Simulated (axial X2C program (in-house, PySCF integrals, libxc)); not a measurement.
# What spin–orbit coupling does to GaBr

Computed with an in-house relativistic program for diatomic molecules. Spin-free means the one-electron spin-free X2C Hamiltonian; two-component (2c) means X2C with spin–orbit coupling and atomic mean-field two-electron Coulomb and Gaunt terms, so the difference of the two also holds small scalar two-electron terms. Basis: Br dyall-cv3z [8s9p6d4f1g], Ga dyall-cv3z [9s9p7d4f1g] (cores contracted in-house); Gaussian nuclei, density fitting, unrestricted open shells. Masses: Br 78.918 u, Ga 68.926 u.

Spin-free state: M_S = 0, Λ = 0 (closed shell); fragments Br + Ga.

```tsv
level	Re (Å)	ωe (cm⁻¹)	De (eV)	μ (D)
PBE0	2.367	262.3	4.338	2.57
HF	2.391	255.6	3.185	2.89
MP2	2.376	265.9	4.350	n/a
CCSD	2.380	263.9	4.104	n/a
CCSD(T)	2.380	264.3	4.214	n/a
M06	2.375	259.9	4.225	2.87
```

Correlated methods: 10 electrons correlated (number of frozen shells: Br 3 s, 2 p, 1 d; Ga 3 s, 2 p, 1 d), 274 virtual spin orbitals or spinors in MP2, 90 natural virtuals in coupled cluster.

Dipoles are positive if Ga is the positive end.

Two-component determinant lowest at the distance of the search:

Ω = 0 (closed shell); fragments Br + Ga.

```json
{"level": "PBE0", "Re (Å)": "2.368", "ωe (cm⁻¹)": "261.9", "De (eV)": "n/a", "μ (D)": "2.56"}
{"level": "HF", "Re (Å)": "2.392", "ωe (cm⁻¹)": "255.3", "De (eV)": "n/a", "μ (D)": "2.89"}
{"level": "MP2", "Re (Å)": "2.377", "ωe (cm⁻¹)": "265.6", "De (eV)": "4.156", "μ (D)": "n/a"}
{"level": "CCSD", "Re (Å)": "2.381", "ωe (cm⁻¹)": "263.6", "De (eV)": "3.908", "μ (D)": "n/a"}
{"level": "CCSD(T)", "Re (Å)": "2.381", "ωe (cm⁻¹)": "264.0", "De (eV)": "4.020", "μ (D)": "n/a"}
{"level": "M06", "Re (Å)": "2.377", "ωe (cm⁻¹)": "259.5", "De (eV)": "n/a", "μ (D)": "2.86"}
```

**Question.** From the two tables, how do the constants change at the CCSD(T) level (2c against spin-free)?

**Answer.** At the CCSD(T) level Re increases by 0.001 Å and ωe decreases by 0.3 cm⁻¹; De changes by -0.194 eV.

Occupations by symmetry block were frozen at the best pattern of an incomplete PBE0 search. The closed shell is kept restricted, so the energy runs too high when the bond is stretched far. Dissociation energies refer to the lowest single-determinant-based atoms at the same level and basis. De is not given where an atomic determinant may have missed its ground term or J level, or where the truncated virtual space spoils (T). Coupled cluster ran in a truncated set of natural virtual spinors; the MP2 energy of the rest was added. (T) has no such correction and the atoms are truncated less, which lowers De at CCSD(T) by a hundredth of an eV or more. Without a current term, density functionals place determinants with orbital angular momentum somewhat too high. With the outer-core shells frozen, correlated bond lengths of heavy atoms tend to come out a few hundredths of an ångström too long.
